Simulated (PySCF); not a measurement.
Computed shifts of a molecule C₅H₇BO, PBE0/pcSseg-1 (PySCF), GIAO, gas phase, equivalent atoms averaged, in ppm (number of nuclei): ¹³C: 148.4 (1), 146.0 (1), 112.7 (1), 93.6 (1), 7.7 (1). ¹H: 7.08 (1), 6.66 (1), 6.66 (1), 5.28 (1), 2.29 (3). References: ¹³C against TMS (σ = 186.3 ppm); ¹¹B against BF3 (σ = 88.8 ppm); ¹⁷O against H2O (σ = 334.2 ppm); ¹H against TMS (σ = 31.56 ppm), references at their B3LYP-D3(BJ)/def2-TZVP geometries, non-relativistic. Coordinates come from a PBE0-D3(BJ)/def2-SVP optimisation. One conformer was computed; it need not be the lowest.

Question: Which structure fits?
A. C=C1C=COB1C
B. C#CB(C=C)CO
C. C=CB(O)C#CC
D. C/C=C/B1C=CO1

Answer: C, C=CB(O)C#CC
